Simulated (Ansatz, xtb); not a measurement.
Relative energy of two conformers of ClFHSiTe

Structure I is `F[Si](Cl)[TeH]`, a doublet and structure II is `F[Si](Cl)[TeH]`, a doublet. Both are isolated molecules in the gas phase, relaxed with PBE0-D3(BJ)/def2-SVP.

I (Å):

```xyz
5

Cl    0.6743    0.6384    2.0469
F    -0.8547    1.1171   -0.4627
Si    0.6568    0.7099   -0.0228
Te    1.0484   -1.5216   -1.1169
H     2.5429   -1.5809   -0.3851
```

II (Å):

```
atom    x (Å)    y (Å)    z (Å)
  Cl   1.1467   1.5029   0.9024
   F   1.4258  -0.3491  -1.4162
  Si   0.2499   0.2112  -0.4437
  Te  -0.7728  -1.6167   0.9409
   H  -1.2777  -2.3873  -0.4470
```

Energies in hartree; the thermal terms are from PBE0-D3(BJ)/def2-SVP harmonic frequencies (ideal gas, rigid rotor, one conformer each, 600 K, 1 atm) and include the zero-point energy:

```
                               I            II
E, CCSD(T)/def2-SVP  −1115.770465  −1115.770768
    E, MP2/def2-SVP  −1115.724834  −1115.725302
  E, MP2/def2-TZVPP  −1116.621402  −1116.622091
  zero-point energy      0.011743      0.011772
       H(600 K) − E      0.029194      0.029191
       G(600 K) − E     −0.066451     −0.066275
```

Task: Correct the CCSD(T) difference for the basis set by the MP2 change, then work out ΔE, ΔE₀, ΔH and ΔG for I → II in kJ/mol (1 Eh = 2625.50 kJ/mol) and the equilibrium ratio [II]/[I].

Result: 1. Differences II − I: CCSD(T) −0.000303, MP2 in the small set −0.000468, MP2 in the large set −0.000689 Eh.
2. ΔE = −0.000303 + (−0.000689 − (−0.000468)) = −0.000524 Eh = −1.38 kJ/mol.
3. ΔE₀ = ΔE + ΔZPE = −0.000524 + (+0.000029) Eh = −1.30 kJ/mol.
4. ΔH = ΔE + (−0.000003) Eh = −1.38 kJ/mol.
5. ΔG = ΔE + (+0.000176) Eh = −0.91 kJ/mol, so ΔS = (ΔH − ΔG)/T = −0.8 J/(mol K).
6. kT = 1.9001 mEh, so K = [II]/[I] = exp(−ΔG/kT) = exp(+0.18) ≈ 1.2.

The two are too close for this level to say which is favoured. An error of 4 kJ/mol in ΔG would change K by a factor of 2.2. Mirror images and further conformers aren't counted.

Other levels gave ΔE = −1.0 (PBE0-D3(BJ)/def2-SVP); −0.4 (HF/def2-SVP); −1.2 (MP2/def2-SVP); −0.8 (CCSD(T)/def2-SVP) kJ/mol. Open shells are spin-unrestricted. The correlated steps freeze 15 core orbitals; the filled d shell of Te is correlated, in a basis made for valence electrons. Atoms past krypton carry core potentials in the def2 sets, without spin–orbit terms. Programs: Ansatz 0.2.0.
